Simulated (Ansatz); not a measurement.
[Ho(H2O)6]3+ (HoO6H12³⁺), relaxed as a quintet with UKS PBE-D4/def2-SVP in Ansatz, starting from the GFN2-xTB geometry. Force threshold 0.03 eV/Å.

In the def2 sets Ho takes a core potential; there is no spin–orbit coupling. With an open 4f shell the SCF may have ended on a state above the lowest. The relaxation made no stability test and no search for a lower SCF solution. No other spin state of charge 3 was run.

Start:

| atom | x (Å) | y (Å) | z (Å) |
| --- | --- | --- | --- |
| Ho1 | 0.002 | -0.002 | -0.001 |
| O2 | -1.942 | 0.121 | 1.294 |
| H3 | -2.071 | 0.525 | 2.177 |
| H4 | -2.839 | -0.218 | 1.091 |
| O5 | 1.947 | -0.121 | -1.294 |
| H6 | 2.847 | 0.205 | -1.086 |
| H7 | 2.071 | -0.511 | -2.185 |
| O8 | 0.534 | -2.046 | 1.004 |
| H9 | 0.047 | -2.537 | 1.697 |
| H10 | 1.302 | -2.631 | 0.839 |
| O11 | -0.529 | 2.042 | -1.006 |
| H12 | -1.306 | 2.620 | -0.855 |
| H13 | -0.031 | 2.542 | -1.686 |
| O14 | 1.187 | 1.121 | 1.674 |
| H15 | 1.338 | 2.084 | 1.782 |
| H16 | 1.662 | 0.751 | 2.448 |
| O17 | -1.196 | -1.119 | -1.671 |
| H18 | -1.684 | -0.744 | -2.434 |
| H19 | -1.340 | -2.081 | -1.788 |

(1) Estimate the energy that the relaxation releases and the steps that it takes.

(2) Does the start keep its bonding?

(3) Predict the relaxed structure.

Results:

(1) 4.5 kJ/mol, in 6 steps; 58 s on 4 threads of Arm Neoverse V2 on a shared host. No frequencies were taken in this run, so the end may be a saddle point.

(2) By distances, no bond broke or formed. The bond that changes most is Ho1–O14, from 2.34 to 2.31 Å (atoms count from 1).

(3) 
```tsv
atom	x (Å)	y (Å)	z (Å)
Ho1	0.0000	-0.0008	0.0007
O2	-1.9232	0.1245	1.2831
H3	-2.0345	0.5321	2.1754
H4	-2.8236	-0.2173	1.0658
O5	1.9238	-0.1247	-1.2809
H6	2.8237	0.2180	-1.0630
H7	2.0361	-0.5326	-2.1729
O8	0.5232	-2.0275	0.9893
H9	0.0171	-2.5154	1.6825
H10	1.3042	-2.6061	0.8161
O11	-0.5261	2.0251	-0.9881
H12	-1.3115	2.5990	-0.8196
H13	-0.0179	2.5167	-1.6771
O14	1.1759	1.1143	1.6539
H15	1.3110	2.0871	1.7535
H16	1.6604	0.7286	2.4228
O17	-1.1740	-1.1121	-1.6563
H18	-1.6585	-0.7240	-2.4239
H19	-1.3061	-2.0849	-1.7611
```
Bond lengths: 6 × Ho–O 2.31 Å; 12 × H–O 0.99 Å.
